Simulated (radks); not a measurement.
Values are calculated unless marked as measured or tabulated.
Problem. All-electron atom: the tin ion Sn4+ in [Kr] 4d(3/2: 4, 5/2: 5) 5s1 (not the ground configuration). Code: a radial shooting solver on a logarithmic mesh with Libxc functionals. Model: Dirac Kohn-Sham, BLYP, spin-unpolarised, spherical densities, finite nucleus; Fermi nuclear charge, rms radius 4.6519 fm. Some entries of the table are withheld. Estimate them.

orbital  occ.  eigenvalue (eV)  <1/r> (bohr^-1)  r(max) (bohr)
1s1/2       2        -29048.41            53.09        0.01877
2s1/2       2        -4426.912              (1)         0.1062
2p1/2       2        -4138.969              (2)        0.08178
2p3/2       4        -3908.215              (3)        0.08630
3s1/2       2              (4)            4.351         0.3077
3p1/2       2        -777.3745              (5)            (6)
3p3/2       4        -735.2290              (7)            (8)
3d3/2       4        -528.3170            3.900         0.2492
3d5/2       6        -519.6131            3.846         0.2521
4s1/2       2        -182.4148            1.718         0.7441
4p1/2       2        -143.2499            1.605         0.7691
4p3/2       4        -135.4970            1.539         0.7933
4d3/2       4         -73.5322            1.275         0.8701
4d5/2       5         -72.4015            1.258         0.8791
5s1/2       1         -48.8555           0.6543          1.818

Solution. 
(1) 2s1/2 <1/r> (bohr^-1): 12.31
(2) 2p1/2 <1/r> (bohr^-1): 12.29
(3) 2p3/2 <1/r> (bohr^-1): 11.45
(4) 3s1/2 eigenvalue (eV): -894.3709
(5) 3p1/2 <1/r> (bohr^-1): 4.260
(6) 3p1/2 r(max) (bohr): 0.2940
(7) 3p3/2 <1/r> (bohr^-1): 4.053
(8) 3p3/2 r(max) (bohr): 0.3043
